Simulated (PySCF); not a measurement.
# Constants of Cs2, step by step

State: singlet, closed shell. De refers to Cs + Cs. RHF-based CCSD(T) in PySCF 2.14 with Cs cc-pwCVDZ-X2C and Cs cc-pwCVTZ-X2C (frozen core orbitals: 46; spin-free X2C with a Gaussian nucleus). Correlation energies are extrapolated as n⁻³ (n = 2, 3), Hartree–Fock as (n+1)·exp(−9√n).

```json
{"Level": "CCSD(T)/DZ", "Re (Å)": "4.7912", "ωe (cm⁻¹)": "38.7", "ωexe (cm⁻¹)": "0.0726", "αe (cm⁻¹)": "n/a", "De (eV)": "0.381"}
{"Level": "CCSD(T)/TZ", "Re (Å)": "4.6911", "ωe (cm⁻¹)": "41.6", "ωexe (cm⁻¹)": "0.0740", "αe (cm⁻¹)": "2.03e-05", "De (eV)": "0.423"}
{"Level": "HF/CBS", "Re (Å)": "5.0577", "ωe (cm⁻¹)": "37.6", "ωexe (cm⁻¹)": "n/a", "αe (cm⁻¹)": "1.32e-05", "De (eV)": "-0.160"}
{"Level": "MP2/CBS", "Re (Å)": "4.5760", "ωe (cm⁻¹)": "46.2", "ωexe (cm⁻¹)": "0.0627", "αe (cm⁻¹)": "1.45e-05", "De (eV)": "0.377"}
{"Level": "CCSD/CBS", "Re (Å)": "4.6983", "ωe (cm⁻¹)": "43.0", "ωexe (cm⁻¹)": "0.0628", "αe (cm⁻¹)": "1.65e-05", "De (eV)": "0.345"}
{"Level": "CCSD(T)/CBS", "Re (Å)": "4.6527", "ωe (cm⁻¹)": "42.8", "ωexe (cm⁻¹)": "0.0753", "αe (cm⁻¹)": "1.98e-05", "De (eV)": "0.442"}
```

Question: How much is left between CCSD(T)/TZ and the basis-set limit, and how much do the triples give at the limit?

Answer: CCSD(T)/CBS less CCSD(T)/TZ: -38.4 mÅ in Re, +1.2 cm⁻¹ in ωe and +0.019 eV in De. CCSD(T)/CBS less CCSD/CBS: -45.6 mÅ in Re, -0.2 cm⁻¹ in ωe and +0.097 eV in De.

The T1 diagnostic is 0.018. The open-shell atoms are computed with UHF. Spin–orbit coupling, excitations beyond (T) and corrections to the Born–Oppenheimer picture are left out.

The whole job (state search and all basis sets along the bond) took about 19 min on 4 threads of Arm Neoverse V1 (shared host), peak memory 11 GiB.
